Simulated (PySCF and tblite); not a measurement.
C6H6FN, numbered as in [CH3:1][C:2]1=[CH:3][C@@H:4]([F:5])[C@@H:6]1[C:7]#[N:8].

Geometries GFN2-xTB; weights from PBE0-D3(BJ)/pcSseg-1 energies and GFN2-xTB thermal corrections, with symmetry numbers and mirror pairs. Conformers within 2.5 kcal/mol (GFN2-xTB free energy) were kept, 6 at most. GIAO shieldings: PBE0/pcSseg-1. Shifts are against TMS (¹H), TMS (¹³C), CFCl3 (¹⁹F), NH3 (¹⁵N) at the same level. Programs: PySCF with density fitting and tblite.

**Question.** List the conformer-averaged shifts at 298.15 K.

**Answer.** ¹H: 6.29 (H3, 1H), 5.42 (H4, 1H), 3.23 (H6, 1H), 2.11 (H1, 3H) ppm. ¹³C: 158.7 (C2), 142.1 (C3), 121.6 (C7), 91.1 (C4), 40.3 (C6), 17.8 (C1) ppm. ¹⁹F: -192.1 (F5) ppm. ¹⁵N: 307.4 (N8) ppm.

Unscaled ¹⁹F and ¹⁵N shifts at such levels can be off by tens of ppm; differences between conformers or isomers are more reliable. Shifts are unscaled: against experiment ¹³C can be off by 15 ppm or more and ¹H by 0.8 ppm.


¹⁵N shifts are against a computed isolated NH3 molecule, about 20 ppm from the liquid.